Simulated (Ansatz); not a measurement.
Calculated with Ansatz (gas phase, PBE0-D4/def2-TZVP geometries, no zero-point term in ΔE). CCSD(T)/CBS adds triple-zeta CCSD(T) − MP2 to the extrapolated MP2 energy (def2 sets, frozen cores). This one scheme is used for every species. DFT in def2-TZVPP. B3LYP here is the variant with VWN-RPA as its local correlation; programs differ in this. For Ge outer-core shells are correlated without core-valence functions, which leaves a few kJ/mol of doubt a bond. Scalar relativity is left out up to krypton. One conformer a species, not always the lowest.

Reaction (ligand exchange at a Ge–S bond): `NB[S][GeH3]` + `C[SiH2]O` → `C[SiH2][O][GeH3]` + `NBS`

| level | ΔE (kJ/mol) | difference from CCSD(T)/CBS |
| --- | --- | --- |
| PBE-D4 | 16.1 | 8.2 |
| revPBE-D4 | 15.2 | 7.3 |
| r2SCAN-D4 | 9.4 | 1.5 |
| B97M-V | 4.4 | -3.5 |
| CAM-B3LYP-D4 | 0.1 | -7.8 |
| B2PLYP | 3.8 | -4.1 |
| revPBE | 15.1 | 7.2 |
| r2SCAN | 9.5 | 1.6 |
| B3LYP | 4.2 | -3.7 |
| BHLYP | 0.8 | -7.1 |
| CAM-B3LYP | -0.2 | -8.1 |
| CCSD/def2-SVP | -7.6 | -15.5 |
| CCSD(T)/def2-SVP | -6.6 | -14.5 |
| SCS-MP2/def2-TZVPP | 1.6 | -6.3 |
| MP2/def2-QZVPP | 9.5 | 1.6 |
| HF/CBS(def2) | -9.9 | -17.8 |
| CCSD(T)/CBS | 7.9 | 0 |

Largest T1 diagnostic among the species: 0.012.

Leaving LDA and LC-ωPBE aside and taking each functional with its dispersion term where it has one, the values spread over 16.0 kJ/mol, from CAM-B3LYP-D4 to PBE-D4. At CCSD(T), def2-SVP lies −14.5 kJ/mol from the extrapolated value and def2-TZVPP −3.6 kJ/mol.
